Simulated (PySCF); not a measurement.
Estimate the missing entries of this data sheet.

C5H9O3S (charge -1).
SMILES: `CC[C@@H]1C[C@@H]1S(=O)(=O)[O-]`

Conformer (atom-mapped SMILES and torsion angles): `[CH3:1][CH2:2][C@@H:3]1[CH2:4][C@@H:5]1[S:6](=[O:7])(=[O:8])[O-:9]`: C1–C2–C3–C4 152°, C4–C5–S6–O7 -21°.

| property | level | value |
| --- | --- | --- |
| point group of the GFN2-xTB geometry | GFN2-xTB | ? |
| rotational constants A, B, C of the GFN2-xTB geometry | GFN2-xTB | ? |
| HOMO energy | PBE0/pcSseg-1 | ? |
| LUMO energy | PBE0/pcSseg-1 | ? |
| 13C chemical shifts (computed TMS as zero) by class | GIAO PBE0/pcSseg-1 | ? |
| 1H chemical shifts (computed TMS as zero) by class | GIAO PBE0/pcSseg-1 | 3.61 (1 H), 1.79 (1 H), 1.49 (3 H), 0.98 (1 H), 0.81 (1 H), 0.39 (1 H), 0.17 (1 H) ppm |
| isotropic shieldings of nuclei other than C and H, by class | GIAO PBE0/pcSseg-1 | ? |

The electronic properties come from PySCF, for the isolated species, density fitting. NMR classes are plain means over equivalent atoms (diastereotopic ones count apart unless rotation or inversion swaps them), as if these changed places fast; in this geometry the members of some classes differ. No diffuse functions stand in pcSseg-1, which bears on an anion's orbital energies.

Q: Give the 13C chemical shifts (computed TMS as zero) by class.

A: 40.3 (1 C), 24.7 (1 C), 20.9 (1 C), 17.6 (1 C), 10.9 (1 C) ppm.

Q: The rotational constants A, B, C of the GFN2-xTB geometry?

A: 2.234, 1.283, 1.031 GHz.

Q: What is the LUMO energy?

A: 4.74 eV.

Q: Give the point group of the GFN2-xTB geometry.

A: C1.

Q: The HOMO energy?

A: -2.17 eV.

Q: Give the isotropic shieldings of nuclei other than C and H, by class.

A: 99 (1 O), 104 (1 O), 108 (1 O), 189 (1 S) ppm.

With B = h/(8π²I), that is 505.379 GHz u Å² over I, the principal moments of inertia are 226.2, 393.9 and 490.1 u Å² (most abundant isotopes); the inertial defect Ic − Ia − Ib is -130.0 u Å² (zero for a rigid planar frame, negative otherwise). The rotational constants make it an asymmetric top with κ = (2B − A − C)/(A − C) = -0.58, nearer the prolate limit (−1).

For the NMR shielding job (PBE0/pcSseg-1), the run took 30 s of wall time on Arm Neoverse V2, one thread (shared host).

One conformer stands for the species.
